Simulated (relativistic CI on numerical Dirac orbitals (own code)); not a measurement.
One change at a time: Mo XV

Base calculation: Dirac-Coulomb-Breit CI, orbitals from a KLI potential per configuration, model QED (radiative potential, 1s self-energy scaled to tabulated hydrogen-like ionisation energies), unscaled Slater integrals.

Configurations in the expansion (outside the closed core [Ne] 3s2): 3p⁶3d¹⁰, 3p⁶3d⁹4s, 3p⁶3d⁹4p, 3p⁶3d⁹4d, 3p⁶3d⁸4s², 3p⁶3d⁸4s4p, 3p⁶3d⁹4f, 3p⁶3d⁹5s, 3p⁶3d⁸4p², 3p⁵3d¹⁰4s, 3p⁶3d⁹5p, 3p⁶3d⁸4s4d, 3p⁶3d⁹5d, 3p⁵3d¹⁰4p, 3p⁶3d⁸4p4d, 3p⁶3d⁹5f. Levels of other configurations are missing.

Variants: (1) valence Slater integrals scaled by 0.9; (2) only the first 3 configurations; (3) non-relativistic limit. Shifts of the energy above 3p⁶3d¹⁰ ¹S0, in cm⁻¹, for the lowest level and the first level of each name with at least 55 % of one term (blank where a level changes its place among those of its configuration and J or its character, or is not in the variant):

```
        Level     Base   Δ(1)   Δ(2)    Δ(3)
  3p⁶3d¹⁰ ¹S0        0      0      0       0
 3p⁶3d⁹4s ³D3  1689497   +484  +1295  +78190
 3p⁶3d⁹4s ³D2  1694715    +19  +1134  +72972
 3p⁶3d⁹4s ³D1  1716277   +453  +1278  +51410
 3p⁶3d⁹4s ¹D2  1721356   -204   +981  +56251
3p⁶3d⁹4p ³P°2  1926309  +1478  +2009  +59127
3p⁶3d⁹4p ³P°1  1956843  +1432  +1932  +28593
3p⁶3d⁹4p ³F°2  1956985   +553    +30  +40805
3p⁶3d⁹4p ³F°4  1962775   +587   -107  +35015
3p⁶3d⁹4p ¹D°2  1973104   -738   +357  +42197
3p⁶3d⁹4p ³P°0  1977486  +1993  +2297   +7950
3p⁶3d⁹4p ¹P°1  1977690  -1129  +1366        
3p⁶3d⁹4p ³D°3  1977885   -930    +43        
3p⁶3d⁹4p ³D°1  1998197   -712   +650        
3p⁶3d⁹4p ³D°2  2003244   -929    +84  +12061
 3p⁶3d⁹4d ³S1  2334730  +3524         +22940
 3p⁶3d⁹4d ³G4  2356154   +575         +28557
 3p⁶3d⁹4d ³P2  2357174   +695         +27994
 3p⁶3d⁹4d ³G5  2358628   +837         +26082
 3p⁶3d⁹4d ³D3  2363536    +60               
 3p⁶3d⁹4d ³P0  2371359   +842         +13809
 3p⁶3d⁹4d ³F4  2372892   -500
```

At this charge energies of transitions that change n are usually good to better than 1 %, and those within a shell (Δn = 0) to a few per cent.

Ionisation energy from the two ground configurations alone: base 541.566 eV. The NIST ASD value (semi-empirical) is 544 eV.

LS names give the leading component of a level, which can be under half, so a name can repeat, a term be missing and a line seem to break the LS rules.
